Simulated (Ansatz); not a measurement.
Question: Name a neutral molecule of C, Cd and H with HOMO energy (PBE/def2-TZVPP) between -5.95 and -5.65 eV and HOMO–LUMO gap (ωB97M-V/def2-TZVPP) between 10.15 and 10.45 eV (Ansatz, PBE0-D4/def2-TZVP geometry).

Answer: `[CH3][Cd][CH3]` (-5.77 eV, 10.25 eV). Other molecules can fit too; these were computed, each in one conformer that needn't be the lowest.
